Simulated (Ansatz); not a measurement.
Consider the cleavage of the Ge–Al bond: `C[O][AlH][GeH3]` + `CC(O)=S` → `CC(=S)[O][GeH3]` + `C[O][AlH2]`.

Calculated with Ansatz (gas phase, PBE0-D4/def2-TZVP geometries, no zero-point term in ΔE). CCSD(T)/CBS adds triple-zeta CCSD(T) − MP2 to the extrapolated MP2 energy (def2 sets, frozen cores). Functionals use def2-TZVPP. For Ge outer-core shells are correlated without core-valence functions, which leaves a few kJ/mol of doubt a bond. Scalar relativity is left out up to krypton. One conformer a species, not always the lowest.

| species | PBE0 energy (Eh) |
| --- | --- |
| `C[O][AlH][GeH3]` | -2436.54854 |
| `CC(O)=S` | -551.79792 |
| `CC(=S)[O][GeH3]` | -2629.73354 |
| `C[O][AlH2]` | -358.59335 |

Problem. Work out ΔE.

Solution. ΔE = (-2629.73354) + (-358.59335) − (-2436.54854) − (-551.79792) = 0.01957 Eh = +12.3 kcal/mol. CCSD(T)/CBS gives +8.4 kcal/mol.

Largest T1 diagnostic among the species: 0.017.

In def2-TZVPP, CCSD(T) changes the Hartree–Fock value by +2.6 kcal/mol (the triples alone add −0.0 kcal/mol) and MP2 by +1.2 kcal/mol. The D4 term adds −1.3 kcal/mol with B3LYP and −0.7 kcal/mol with PBE0; it sums over pairs of atoms, weighted by their polarisabilities, and B3LYP, whose exchange is more repulsive, gets the larger term.

B3LYP here is the variant with VWN-RPA as its local correlation; programs differ in this.
